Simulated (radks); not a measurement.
Values are calculated unless marked as measured or tabulated.
The phosphorus anion P3-, [Ar], held by a Watson sphere: a shell of charge +3 at radius R that stands for the Madelung well of a crystal (potential energy -3/R inside, -3/r outside, in hartree with lengths in bohr). Level of theory: scalar-relativistic Kohn-Sham, PBE, spin-polarised, spherical densities, finite nucleus; Fermi nuclear charge, rms radius of each element as measured or else 0.836 A^(1/3) + 0.57 fm (a radial shooting solver on a logarithmic mesh with Libxc functionals). Response by self-consistent Sternheimer equations with the Hartree and adiabatic LDA kernel, the relativistic mass of each level held fixed and spin-orbit coupling left out. The sphere does not respond.

\begin{tabular}{lrrrrrrr}
R (bohr) & e(2p) (eV) & e(3s) (eV) & e(3p) (eV) & <r> 3p (bohr) & sum of <r^2> (bohr^2) & X-ray form factor at sin(theta)/lambda = 0.1 1/angstrom & alpha (bohr^3) \\ \hline
2.72 & -120.79 & -14.235 & -6.637 & 2.532 & 57.44 & 14.689 & 47.09 \\
3.26 & -120.80 & -12.836 & -5.578 & 2.746 & 66.60 & 14.352 & 70.05 \\
3.46 & -120.77 & -12.412 & -5.225 & 2.823 & 70.10 & 14.240 & 81.18 \\
3.58 & -120.75 & -12.180 & -5.024 & 2.869 & 72.23 & 14.176 & 88.66 \\
3.78 & -120.70 & -11.829 & -4.709 & 2.945 & 75.86 & 14.074 & 102.6 \\
4.17 & -120.59 & -11.256 & -4.163 & 3.091 & 83.19 & 13.895 & 136.1 \\
4.51 & -120.48 & -10.862 & -3.756 & 3.217 & 89.91 & 13.758 & 173.0 \\
\end{tabular}
